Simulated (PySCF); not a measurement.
Screening by computed properties: pick the candidate that meets the target.

Each SMILES stands for a single optimised conformer of the isolated species, non-relativistic unless stated; the electronic structure was computed with PySCF and density fitting.

The conformers computed, where there is a choice (atom-mapped SMILES and torsion angles):
- `[CH3:1][C:2](=[O:3])[O:4][C@H:5]([CH3:6])[CH2:7][Cl:8]`: C1–C2–O4–C5 180°, C2–O4–C5–C6 -161°, O4–C5–C7–Cl8 60°
- `[CH2:1]=[CH:2][C@H:3]([O:4][CH2:5][F:6])[CH:7]([F:8])[F:9]`: C1–C2–C3–O4 -133°, C2–C3–O4–C5 69°, C3–O4–C5–F6 -73°, C2–C3–C7–F8 -79°
- `[CH3:1][CH2:2][S:3][C:4]([F:5])([F:6])[F:7]`: C1–C2–S3–C4 180°, C2–S3–C4–F5 -60°
- `[F:1][CH:2]([F:3])[CH:4]([F:5])[F:6]`: F1–C2–C4–F5 180°
- `[CH:1]#[C:2][SiH2:3][C:4](=[CH2:5])[CH:6]=[O:7]`: C2–Si3–C4–C5 0°, Si3–C4–C6–O7 0°
- `[CH:1]#[C:2][Si@H:3]([F:4])[S:5][SiH2:6][F:7]`: C2–Si3–S5–Si6 66°, Si3–S5–Si6–F7 -59°

Task: Wanted: electronic spatial extent ⟨r²⟩ about the centre of nuclear charge between 1200 bohr² and 1310 bohr² (CAM-B3LYP/def2-SVPD) and lowest triplet excitation (Tamm–Dancoff) below 7 eV (TDA CAM-B3LYP/def2-SVPD), at GFN2-xTB geometries. Which candidate meets both?
A. `C#C[SiH2]C(=C)C=O`
B. `C[C@]12C=C[C@H]1C=C2`
C. `CCSC(F)(F)F`
D. `FC(F)C(F)F`
E. `C=C[C@H](OCF)C(F)F`
F. `C1=CP=CP=C1`
G. `CC(=O)O[C@H](C)CCl`

Result: E. Computed values:
```
             species  electronic spatial extent ⟨r²⟩ about the centre of nuclear charge  lowest triplet excitation (Tamm–Dancoff)
          FC(F)C(F)F                                                          516 bohr²                                   9.05 eV
C[C@]12C=C[C@H]1C=C2                                                          606 bohr²                                   3.83 eV
         C1=CP=CP=C1                                                          735 bohr²                                   2.92 eV
         CCSC(F)(F)F                                                          988 bohr²                                   4.95 eV
   C#C[SiH2]C(=C)C=O                                                         1067 bohr²                                   3.35 eV
  C=C[C@H](OCF)C(F)F                                                         1295 bohr²                                   4.47 eV
  CC(=O)O[C@H](C)CCl                                                         1321 bohr²                                   5.45 eV
```

Task: Wanted: HOMO–LUMO gap between 8.6 eV and 9.2 eV (CAM-B3LYP/def2-SVPD) and static isotropic polarisability below 90 au (CAM-B3LYP/def2-SVPD), at GFN2-xTB geometries. Which candidate meets both?
A. `C1=CP=CP=C1`
B. `CC(=O)O[C@H](C)CCl`
C. `C=C[C@H](OCF)C(F)F`
D. `C[C@]12C=C[C@H]1C=C2`
E. `C#C[SiH2]C(=C)C=O`
F. `CCSC(F)(F)F`
G. `FC(F)C(F)F`

Result: D. Computed values:
| species | HOMO–LUMO gap | static isotropic polarisability |
| --- | --- | --- |
| C1=CP=CP=C1 | 7.40 eV | 93.0 au |
| C#C[SiH2]C(=C)C=O | 8.24 eV | 85.5 au |
| C[C@]12C=C[C@H]1C=C2 | 8.87 eV | 72.5 au |
| CCSC(F)(F)F | 9.62 eV | 61.2 au |
| C=C[C@H](OCF)C(F)F | 10.28 eV | 67.9 au |
| CC(=O)O[C@H](C)CCl | 10.73 eV | 80.3 au |
| FC(F)C(F)F | 13.07 eV | 30.4 au |

Task: Wanted: lowest singlet excitation between 5.6 eV and 7 eV (TDDFT CAM-B3LYP/def2-SVPD) and dipole moment above 1.5 D (CAM-B3LYP/def2-SVPD), at GFN2-xTB geometries. Which candidate meets both?
A. `C#C[Si@H](F)S[SiH2]F`
B. `C[C@]12C=C[C@H]1C=C2`
C. `CC(=O)O[C@H](C)CCl`
D. `C#C[SiH2]C(=C)C=O`
E. `c1ccpcp1`
F. `C=C[C@H](OCF)C(F)F`

Result: C. Computed values:
| species | lowest singlet excitation | dipole moment |
| --- | --- | --- |
| C#C[SiH2]C(=C)C=O | 3.86 eV | 3.35 D |
| c1ccpcp1 | 4.30 eV | 1.36 D |
| C[C@]12C=C[C@H]1C=C2 | 5.49 eV | 0.08 D |
| C#C[Si@H](F)S[SiH2]F | 5.79 eV | 0.66 D |
| CC(=O)O[C@H](C)CCl | 5.97 eV | 1.69 D |
| C=C[C@H](OCF)C(F)F | 7.46 eV | 2.54 D |

Task: Wanted: HOMO energy between -9 eV and -8.7 eV (CAM-B3LYP/def2-SVPD) and smallest rotational constant below 1.8 GHz (GFN2-xTB), at GFN2-xTB geometries. Which candidate meets both?
A. `FC(F)C(F)F`
B. `CCSC(F)(F)F`
C. `C=C[C@H](OCF)C(F)F`
D. `C[C@]12C=C[C@H]1C=C2`
E. `C#C[SiH2]C(=C)C=O`
F. `CC(=O)O[C@H](C)CCl`
G. `C1=CP=CP=C1`

Result: B. Computed values:
| species | HOMO energy | smallest rotational constant |
| --- | --- | --- |
| FC(F)C(F)F | -11.62 eV | 2.044 GHz |
| CC(=O)O[C@H](C)CCl | -9.63 eV | 0.956 GHz |
| C=C[C@H](OCF)C(F)F | -9.44 eV | 0.878 GHz |
| C#C[SiH2]C(=C)C=O | -9.21 eV | 1.045 GHz |
| CCSC(F)(F)F | -8.90 eV | 1.227 GHz |
| C1=CP=CP=C1 | -8.42 eV | 1.547 GHz |
| C[C@]12C=C[C@H]1C=C2 | -8.18 eV | 2.484 GHz |
